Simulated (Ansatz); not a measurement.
Species: sum formula SiNH2F3, net charge 0, singlet state. 
Structure (B3LYP-D3(BJ)/def2-TZVP (Ansatz, a program for electronic structure) minimum search):
```
Si
F 1 1.5800
F 1 1.5800 2 110.23
F 1 1.5841 2 105.72 3 113.80
N 1 1.6755 2 109.62 4 125.44
H 5 1.0060 1 122.47 2 -38.32
H 5 1.0060 6 112.93 1 163.76
```

Dipole moments at this geometry, in debye (magnitudes).

```json
[
 {"level": "BLYP/def2-TZVPD", "program": "Ansatz", "dipole (D)": "2.77"},
 {"level": "B3LYP/def2-TZVPD", "program": "Ansatz", "dipole (D)": "2.84"},
 {"level": "LC-wPBE/def2-TZVPD", "program": "Ansatz", "dipole (D)": "2.87"},
 {"level": "wB97M-V/def2-TZVPD", "program": "Ansatz", "dipole (D)": "2.83"},
 {"level": "CCSD(T)/aug-cc-pV(D+d)Z", "program": "Ansatz", "dipole (D)": "2.84"}
]
```
